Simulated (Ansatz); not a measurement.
Born–Oppenheimer molecular dynamics of CH7BFN (11 atoms, charge 0, multiplicity 1). It starts at the highest image of a converged band, a first-order saddle point between two minima.

Computed with Ansatz 0.2.0, RKS B3LYP-D4/6-31G*.

```json
{
  "ensemble": "NVE (velocity Verlet)",
  "time step": "0.5 fs",
  "steps asked": "200",
  "starting velocities drawn for": "300 K",
  "seed": "11052"
}
```

First frame:

```xyz
11
Properties=species:S:1:pos:R:3
B -0.016 0.127 0.161
N 0.046 0.057 1.681
H -0.708 -0.420 2.165
H 0.942 -0.163 2.106
C 1.342 0.012 -0.630
H 1.591 -1.050 -0.778
H 1.279 0.462 -1.627
H 2.190 0.476 -0.108
H -1.057 -0.231 -0.307
F -0.297 1.926 0.418
H -0.183 1.403 1.362
```

Question: How far do the bonds stretch over the last three quarters of this one trajectory? (Pairs bonded in most of those frames.)

Answer: 
```json
{"bond": "B1–N2", "mean (Å)": "1.438", "spread (Å)": "0.040", "shortest": "1.36", "longest": "1.50"}
{"bond": "B1–C5", "mean (Å)": "1.579", "spread (Å)": "0.027", "shortest": "1.53", "longest": "1.62"}
{"bond": "B1–H9", "mean (Å)": "1.199", "spread (Å)": "0.007", "shortest": "1.19", "longest": "1.21"}
{"bond": "N2–H3", "mean (Å)": "1.014", "spread (Å)": "0.007", "shortest": "1.00", "longest": "1.02"}
{"bond": "N2–H4", "mean (Å)": "1.015", "spread (Å)": "0.005", "shortest": "1.01", "longest": "1.02"}
{"bond": "C5–H6", "mean (Å)": "1.101", "spread (Å)": "0.005", "shortest": "1.09", "longest": "1.11"}
{"bond": "C5–H7", "mean (Å)": "1.098", "spread (Å)": "0.008", "shortest": "1.08", "longest": "1.11"}
{"bond": "C5–H8", "mean (Å)": "1.099", "spread (Å)": "0.018", "shortest": "1.07", "longest": "1.13"}
{"bond": "F10–H11", "mean (Å)": "0.956", "spread (Å)": "0.019", "shortest": "0.93", "longest": "1.01"}
```

Mean temperature of the second half: 424 K. The conserved energy stayed within 0.075 meV per atom of its start (net change 0.052 meV per atom), so the integration is sound. The kinetic energy rose, since the run started high on the potential surface and went downhill. It ends in pieces (CH6BN + FH), so much of that is their flight and rotation, not heat. A run of 0.1 ps of so small a system gives no equilibrium averages. The orbitals stay closed-shell, which can raise the energy where a bond breaks towards radicals; this wasn't checked here.

The run took 8.3 min on 1 thread of Arm Neoverse V2, with other jobs on the host, peak memory 0.16 GiB.
